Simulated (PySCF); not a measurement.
Molecule: `CC[O][AlH2-][NH3+]`, C2H10AlNO.

Cartesian coordinates in Å; atom numbers follow the order of the lines, from 1:
```xyz
15

C     2.341   -0.509   -0.642
C     1.426   -0.498    0.578
O     0.274    0.242    0.342
Al   -1.001    1.224   -0.054
N    -2.600   -0.113    0.084
H     2.630    0.509   -0.890
H     3.233   -1.097   -0.438
H     1.815   -0.934   -1.493
H     1.962   -0.069    1.435
H     1.146   -1.531    0.834
H    -1.458    2.224    1.041
H    -1.170    1.586   -1.555
H    -2.501   -0.838   -0.622
H    -2.622   -0.553    1.000
H    -3.481    0.365   -0.066
```

Frames of a GFN2-xTB Langevin trajectory at 600 K; GIAO PBE0/pcSseg-1 shieldings in PySCF 2.14, gas phase, non-relativistic; equivalent atoms averaged within each frame.

Shifts are taken against calculated references (same method and geometry level): ¹³C (σ = 186.93 ppm) and ¹H (σ = 31.72 ppm) against TMS; H2O for ¹⁷O (σ = 336.08 ppm); AlH4- for ²⁷Al (σ = 489.97 ppm); ¹⁵N (σ = 267.73 ppm) vs NH3. The references are static minima.

Question: How do the shifts (ppm) fluctuate along the trajectory?

Answer: 
| time (fs) | C2 | C1 | O3 | Al4 | N5 | H9/H10 | H11/H12 | H13/H14/H15 | H6/H7/H8 |
| --- | --- | --- | --- | --- | --- | --- | --- | --- | --- |
| 250 | 63.2 | 31.2 | 58.8 | 37.7 | 31.9 | 4.57 | 3.91 | 2.62 | 2.24 |
| 425 | 62.1 | 39.2 | 62.6 | 67.5 | 23.5 | 4.21 | 3.47 | 0.76 | 2.36 |
| 625 | 65.5 | 19.5 | 54.4 | 54.7 | 22.0 | 4.23 | 4.78 | 0.99 | 0.59 |
| 800 | 63.4 | 29.6 | 67.7 | 31.7 | 47.9 | 4.12 | 4.02 | 2.68 | 2.20 |
| 1000 | 74.7 | 25.0 | 88.6 | 35.7 | 33.5 | 4.79 | 4.38 | 2.20 | 1.45 |
| mean of frames | 65.8 | 28.9 | 66.4 | 45.5 | 31.8 | 4.38 | 4.11 | 1.85 | 1.77 |
| standard deviation | 5.1 | 7.3 | 13.3 | 15.1 | 10.3 | 0.29 | 0.49 | 0.91 | 0.75 |

5 frames give an uncertainty of the mean of about the standard deviation over 2.2 at best, since frames this close in time may not be independent; classical motion lacks zero-point vibration, and the reference would need the same averaging.
